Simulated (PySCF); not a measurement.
# Reading the logs of faulty runs: CClH3Si

All numbers below are calculated, not measured. The program is PySCF 2.14.0, an open-source quantum chemistry code, run on an isolated molecule that a program drew, which may never have been made. The molecule is CClH3Si (charge 0, singlet), drawn as the SMILES string `C[Si]Cl`.

Each row is a Hartree-Fock (HF) and frozen-core CCSD(T) single point in the cc-pV(D+d)Z basis, meant for a local HF minimum. Run 1 is clean. Each other run has one planted mistake out of seven kinds, and not every kind appears here: one electron removed, one electron added, multiplicity raised by two, geometry at a saddle point, minimal basis STO-3G, one bond length entered in bohr, all coordinates scaled. The reference is restricted for singlets and unrestricted otherwise, and also for a bond in bohr. Adding or removing an electron swaps singlet and doublet. Electrons count all cores. HOMO and LUMO are orbital energies over both spins, the gradient is its largest component, and the lowest frequency (negative if imaginary) is given only where the gradient is small. Bond lengths are over the 5 bonds as drawn. T1 is the CCSD diagnostic: over 0.02 (restricted) or 0.045 (unrestricted) a single reference is doubtful.

Geometry of the clean run:
```xyz
6
CClH3Si, angstrom
C    -1.5400    1.9478   -0.8804
Si   -0.5336    0.9997    0.4150
Cl    0.7795    2.5530    0.9939
H    -2.0231    2.8212   -0.4275
H    -0.8852    2.3203   -1.6767
H    -2.3089    1.3100   -1.3253
```

```
run  electrons  basis functions  <S^2>  HOMO (eV)  LUMO (eV)  gradient (hartree/bohr)  lowest frequency (cm^-1)  mean bond (Å)  longest bond (Å)      T1  HF (hartree)  CCSD(T) (hartree)                          mistake
  1         40               75  0.000      -9.14       0.71                  1.7e-05                        99         1.4590             2.115  0.0126    -788.06896         -788.48731                         no fault
  2         41               75  0.777      -0.82       8.35                  5.0e-02                         -         1.4590             2.115  0.0129    -788.07056         -788.49090               one electron added
  3         40               75  0.970      -7.82       0.20                  3.2e-02                         -         1.7962             3.580  0.0215    -787.98192         -788.37062  one bond length entered in bohr
  4         40               26  0.000      -7.09       4.92                  8.6e-03                         -         1.4590             2.115  0.0092    -779.36040         -779.47737             minimal basis STO-3G
  5         40               75  2.006      -7.92      -0.06                  2.5e-02                         -         1.4590             2.115  0.0164    -788.02812         -788.42259                                ?
```

**Which mistake was planted in run 5, and what did it cost?**

Electrons, basis and geometry are unchanged, and <S^2> is 2.006, beside S(S+1) = 2.00 for a multiplicity of 3. So the mistake is: multiplicity raised by two. Subtracting run 1 and multiplying by 627.51 kcal/mol a hartree, the energy moved by 25.6 kcal/mol in HF and 40.6 kcal/mol in CCSD(T).

